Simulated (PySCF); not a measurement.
One of the candidates below gave these computed data.

All candidates are C5H6F3O3S (charge -1).

- NMR, other nuclei: isotropic shieldings of nuclei other than C and H, by class: 119 (1 O), 119 (1 O), 137 (1 O), 243 (3 F), 193 (1 S) ppm [GIAO PBE0/pcSseg-1]
- 1H NMR: chemical shifts (computed TMS as zero) by class: 2.14 (1 H), 1.94 (1 H), 1.63 (1 H), 1.10 (3 H) ppm [GIAO PBE0/pcSseg-1]
- 13C NMR: chemical shifts (computed TMS as zero) by class: 139.2 (1 C), 47.4 (1 C), 26.1 (1 C), 18.5 (1 C), 14.6 (1 C) ppm [GIAO PBE0/pcSseg-1]
- Rotational structure: rotational constants A, B, C: 1.505, 0.521, 0.457 GHz [GFN2-xTB]

Electronic properties: PySCF, gas phase, density fitting. Levels stand in brackets. Geometry: GFN2-xTB, one conformer, isolated ion. No diffuse functions stand in pcSseg-1, which bears on an anion's orbital energies. Each NMR value is the plain mean over a class of atoms that symmetry, rotation or inversion makes alike.

Question: Which candidate is it?
A. `O=S(=O)([O-])CC(F)(F)C/C=C/F`
B. `C[C@@H]1[C@H](C(F)(F)F)[C@H]1S(=O)(=O)[O-]`
C. `C[C@@]1(S(=O)(=O)[O-])C[C@H]1C(F)(F)F`

Answer: B. It is `C[C@@H]1[C@H](C(F)(F)F)[C@H]1S(=O)(=O)[O-]`. Numbering: `[CH3:1][C@@H:2]1[C@H:3]([C:4]([F:5])([F:6])[F:7])[C@H:8]1[S:9](=[O:10])(=[O:11])[O-:12]`. 5 carbons fall into 5 classes; from least to most shielded: CF3 carbon [C4] (139.2 ppm), ring sp3 carbon bound to sulfur [C8] (47.4 ppm), three-membered-ring carbon [C3] (26.1 ppm), three-membered-ring carbon [C2] (18.5 ppm), methyl carbon [C1] (14.6 ppm). Hydrogen classes from least to most shielded: 1 H on a three-membered-ring carbon, C3 (2.14 ppm), 1 H on an sp3 carbon bound to sulfur, C8 (1.94 ppm), 1 H on a three-membered-ring carbon, C2 (1.63 ppm), 3 H on a methyl carbon, C1 (1.10 ppm, a mean of values up to 0.7 ppm apart in this geometry). The other shieldings belong to: 119 ppm, oxygen bonded to S [O12]; 119 ppm, oxygen bonded to S [O10]; 137 ppm, oxygen bonded to S [O11]; 243 ppm, fluorine of a CF3 group [F5/F6/F7]; 193 ppm, sulfonyl sulfur [S9]. The optimised geometry has point group C1 and is an asymmetric top.

The others, at the same levels:
- `C[C@@]1(S(=O)(=O)[O-])C[C@H]1C(F)(F)F` fails: its computed 13C shifts are 139.3 (1 C), 42.5 (1 C), 23.7 (1 C), 17.0 (1 C), 13.4 (1 C) ppm, 1H shifts are 2.18 (1 H), 1.62 (3 H), 1.46 (1 H), 0.34 (1 H) ppm and rotational constant A is 1.701 GHz (against 1.505 GHz).
- `O=S(=O)([O-])CC(F)(F)C/C=C/F` fails: its computed 13C shifts are 156.8 (1 C), 132.2 (1 C), 118.6 (1 C), 66.0 (1 C), 36.0 (1 C) ppm, 1H shifts are 6.63 (1 H), 5.99 (1 H), 4.91 (2 H), 2.87 (2 H) ppm and smallest rotational constant is 0.389 GHz (against 0.457 GHz).

Each candidate is one conformer, not necessarily the lowest. The conformers computed, where there is a choice (atom-mapped SMILES and torsion angles):
- `[CH3:1][C@@H:2]1[C@H:3]([C:4]([F:5])([F:6])[F:7])[C@H:8]1[S:9](=[O:10])(=[O:11])[O-:12]`: C2–C3–C4–F5 63°, C3–C8–S9–O10 148°
- `[CH3:1][C@@:2]1([S:3](=[O:4])(=[O:5])[O-:6])[CH2:7][C@H:8]1[C:9]([F:10])([F:11])[F:12]`: C1–C2–S3–O4 60°, C7–C8–C9–F10 -97°
- `[O:1]=[S:2](=[O:3])([O-:4])[CH2:5][C:6]([F:7])([F:8])[CH2:9]/[CH:10]=[CH:11]/[F:12]`: O1–S2–C5–C6 -45°, S2–C5–C6–F7 99°, C5–C6–C9–C10 -178°, C6–C9–C10–C11 125°
